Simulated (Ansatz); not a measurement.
Isolated molecules relaxed with PBE0-D4/def2-TZVP in Ansatz; ΔE leaves out vibrations. CCSD(T)/CBS is the MP2 limit (def2-TZVPP, def2-QZVPP) plus CCSD(T) − MP2 in def2-TZVPP, frozen cores. This one scheme is used for every species. Functionals use def2-TZVPP. HSE06 is defined as in plane-wave codes. Each species was taken in one conformer, which may not be the lowest.

Consider the substitution at a C–C bond: `CCCCCCCO` + H₂S → `CCS` + `CCCCCO`.

**Question.** Is it downhill or uphill in electronic energy at CCSD(T)/CBS, and by how much? (An estimate is asked.)

**Answer.** Ansatz gave: Uphill: ΔE = +0.09 eV.

**Question.** What do these levels give: r2SCAN-D4, HSE06-D4, revPBE, BHLYP, CAM-B3LYP, RPA@PBE/def2-TZVPP? (Estimate.)

**Answer.** Computed: r2SCAN-D4 0.04, HSE06-D4 0.04, revPBE -0.06, BHLYP 0.03, CAM-B3LYP 0.04, RPA@PBE/def2-TZVPP 0.12 eV.

Largest T1 diagnostic among the species: 0.009.

The D4 term adds +0.05 eV with B3LYP and +0.03 eV with PBE0; it sums over pairs of atoms, weighted by their polarisabilities, and B3LYP, whose exchange is more repulsive, gets the larger term. In def2-TZVPP, CCSD(T) changes the Hartree–Fock value by +0.08 eV (the triples alone add −0.00 eV) and MP2 by +0.06 eV.

B3LYP here is the variant with VWN-RPA as its local correlation; programs differ in this.
